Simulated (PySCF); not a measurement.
C2H8N, SMILES CC[NH3+], charge +1.

The structure is a stationary point at B3LYP-D3(BJ)/def2-SVP. The isomer is the one that the SMILES or the coordinates give; other isomers of the formula were not compared.

The numbers are results of CAM-B3LYP/def2-TZVPD run with PySCF, not measurements.

Symmetry labels are those of the subgroup Cs that the program uses (full group Cs).

**Question.** List the valence orbital energies around the gap with their symmetry. (The exact figures need the calculation; the answer reports its results.)

**Answer.** 
```json
[
 {"orbital": "HOMO−7", "symmetry": "A'", "energy (eV)": "-24.93"},
 {"orbital": "HOMO−6", "symmetry": "A\"", "energy (eV)": "-23.49"},
 {"orbital": "HOMO−5", "symmetry": "A'", "energy (eV)": "-23.21"},
 {"orbital": "HOMO−4", "symmetry": "A'", "energy (eV)": "-20.70"},
 {"orbital": "HOMO−3", "symmetry": "A\"", "energy (eV)": "-19.31"},
 {"orbital": "HOMO−2", "symmetry": "A'", "energy (eV)": "-17.71"},
 {"orbital": "HOMO−1", "symmetry": "A'", "energy (eV)": "-17.17"},
 {"orbital": "HOMO", "symmetry": "A\"", "energy (eV)": "-16.71"},
 {"orbital": "LUMO", "symmetry": "A'", "energy (eV)": "-4.52"},
 {"orbital": "LUMO+1", "symmetry": "A'", "energy (eV)": "-2.91"},
 {"orbital": "LUMO+2", "symmetry": "A'", "energy (eV)": "-2.83"},
 {"orbital": "LUMO+3", "symmetry": "A\"", "energy (eV)": "-2.79"}
]
```
